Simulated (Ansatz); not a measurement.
Born–Oppenheimer molecular dynamics of FH6OSi2 (10 atoms, charge -1, multiplicity 1). It starts from a relaxed structure.

Level of theory: RHF/STO-3G (Ansatz).

```yaml
ensemble: NVT, Nosé–Hoover chain
time_step: 1 fs
steps_asked: 250
set_temperature: 1000 K
thermostat: time constant 100 fs, chain length 3 (defaults)
seed: 341743
```

First frame:

```xyz
10
Properties=species:S:1:pos:R:3
F -0.454 -0.130 -2.943
Si 0.030 -0.333 -1.347
O 0.587 -0.601 0.337
Si 0.065 0.282 1.611
H -1.340 -0.573 -0.928
H 0.902 -1.431 -1.715
H 0.528 1.031 -1.290
H 0.698 -0.138 2.825
H -1.337 0.201 1.901
H 0.322 1.691 1.549
```

(1) What does the run give?

(2) What happens to the structure?

(3) How do temperature and energy run in time?

Answers

(1) The run went to its last step.

```
steps done                                               : 250
time covered                                             : 250 fs
mean temperature over the second half                    : 837 K
spread of the potential energy over the second half      : 19.5 meV per atom
mean potential energy of the second half above the start : 84.8 meV per atom
```

The conserved energy stayed within 2.9 meV per atom of its start (net change 1.6 meV per atom), so the integration is sound. The mean temperature of the second half is 16 % below the set value. A run of 0.25 ps of so small a system gives no equilibrium averages. Limits of this set-up: minimal basis, an anion without diffuse functions, the dipole of an ion depends on the origin.

(2) The same pairs are bonded in the first frame and the last. Pairs count as bonded within 1.25 times the sum of covalent radii (0.12 Å more for H–H). This is one draw of velocities; another would differ in detail.

(3) 
| time (fs) | T (K) | potential energy less start (eV) | conserved less start (meV/atom) |
| --- | --- | --- | --- |
| 0.0 | 1000 | 0.000 | 0.00 |
| 8.0 | 304 | 0.734 | 1.30 |
| 16.0 | 485 | 0.549 | 1.15 |
| 24.0 | 659 | 0.369 | 0.25 |
| 32.0 | 208 | 0.854 | 1.32 |
| 40.0 | 757 | 0.299 | 0.82 |
| 48.0 | 473 | 0.609 | 0.47 |
| 56.0 | 584 | 0.527 | 1.19 |
| 64.0 | 631 | 0.507 | 0.97 |
| 72.0 | 418 | 0.751 | 0.63 |
| 80.0 | 671 | 0.534 | 1.08 |
| 88.0 | 574 | 0.665 | 0.92 |
| 96.0 | 789 | 0.490 | 0.75 |
| 104.0 | 653 | 0.698 | 1.51 |
| 112.0 | 665 | 0.711 | 0.82 |
| 120.0 | 774 | 0.651 | 0.51 |
| 128.0 | 690 | 0.783 | 1.60 |
| 136.0 | 620 | 0.889 | 1.18 |
| 144.0 | 771 | 0.767 | 0.66 |
| 152.0 | 613 | 0.968 | 2.09 |
| 160.0 | 809 | 0.789 | 0.88 |
| 168.0 | 1052 | 0.563 | 0.35 |
| 176.0 | 716 | 0.958 | 2.48 |
| 184.0 | 918 | 0.767 | 1.15 |
| 192.0 | 1110 | 0.585 | 0.62 |
| 200.0 | 506 | 1.252 | 2.80 |
| 208.0 | 938 | 0.803 | 0.60 |
| 216.0 | 1068 | 0.690 | 0.69 |
| 224.0 | 781 | 1.033 | 2.63 |
| 232.0 | 1138 | 0.668 | 0.82 |
| 240.0 | 1056 | 0.779 | 1.21 |
| 248.0 | 552 | 1.337 | 2.67 |

Run time: 2.1 min on 1 thread of Arm Neoverse V1, on a shared host, peak memory 0.08 GiB.
